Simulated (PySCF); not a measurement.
**Core binding energy against partial charge**

Species: C₇H₁₃NSi.
SMILES with atom numbers: `[CH:1]#[C:2][SiH2:3][N:4]([CH3:5])[CH2:6][CH2:7][CH:8]=[CH2:9]`

Structure used (PBE0-D3(BJ)/def2-SVP), in Å, numbered top down from 1:
```
atom  x, y, z in Å
C1     3.269   -1.927   -0.050
C2     2.734   -1.030   -0.678
Si3    1.875    0.340   -1.573
N4     0.584    1.062   -0.676
C5     0.855    2.027    0.363
C6    -0.717    0.432   -0.622
C7    -0.919   -0.543    0.546
C8    -2.250   -1.220    0.493
C9    -3.221   -1.094    1.398
H10    3.740   -2.721    0.503
H11    2.895    1.389   -1.859
H12    1.305   -0.240   -2.822
H13    0.976    1.580    1.369
H14    0.034    2.764    0.425
H15    1.779    2.581    0.139
H16   -0.886   -0.108   -1.571
H17   -1.498    1.215   -0.573
H18   -0.810   -0.011    1.505
H19   -0.112   -1.297    0.506
H20   -2.429   -1.856   -0.385
H21   -3.093   -0.469    2.289
H22   -4.178   -1.612    1.289
```

Binding energies: delta-SCF UKS SCAN, pcX-2 on the ionised atom, pcseg-1 elsewhere, spin-free X2C in PySCF 2.14.0. Charges: PBE0/pcSseg-1 ground-state density, for the ionised atom.

```
atom                   environment  C 1s (eV)  Mulliken (e)  IAO (e)  Hirshfeld (e)  ESP (e)
  C9          terminal =CH2 carbon     289.97        -0.167   -0.319         -0.107   -0.472
  C2                 alkyne carbon     289.97        -0.181   -0.357         -0.163   -0.091
  C1        terminal alkyne carbon     290.19        -0.220   -0.191         -0.089   -0.391
  C8              alkene CH carbon     290.40        -0.245   -0.128         -0.036   -0.258
  C7                allylic carbon     290.45        -0.200   -0.269         -0.075   +0.216
  C6  sp3 carbon bound to nitrogen     291.28        +0.004   -0.134         -0.019   -0.081
  C5               N-methyl carbon     291.46        -0.075   -0.293         -0.065   -0.287
```

Give the correlation coefficient and slope of binding energy on charge for each scheme.

Mulliken: r = 0.79, slope 5.4 eV per e; Hirshfeld: r = 0.68, slope 8.7 eV per e; IAO: r = 0.34, slope 2.2 eV per e; ESP: r = 0.16, slope 0.4 eV per e. Mulliken charges have the highest r, on only 7 points.

The point-charge model writes a binding energy as kq + V + constant, with V the potential of the other atoms' charges at the site. What does it give with the IAO charges?

V = Σ 14.40 eV Å × q/r over all other atoms: +3.11 eV at C9, +2.80 eV at C2, +0.49 eV at C1, -0.55 eV at C8, +1.99 eV at C7, -0.29 eV at C6, +2.64 eV at C5. Fitting binding energy − V to q gives k = 18.8 eV per e and leaves an rms residual of 0.47 eV, against 0.53 eV for the fit on q alone. The model has no term for differences in relaxation between sites.

The unrestricted hole states depart most from a pure doublet (⟨S²⟩ = 0.75; over 0.85 named) for C 1s of C2 (0.88) and C 1s of C1 (0.86), which makes these values less certain. One conformer (not necessarily the lowest) at the PBE0-D3(BJ)/def2-SVP geometry, without solvent, vibrations or thermal averaging.
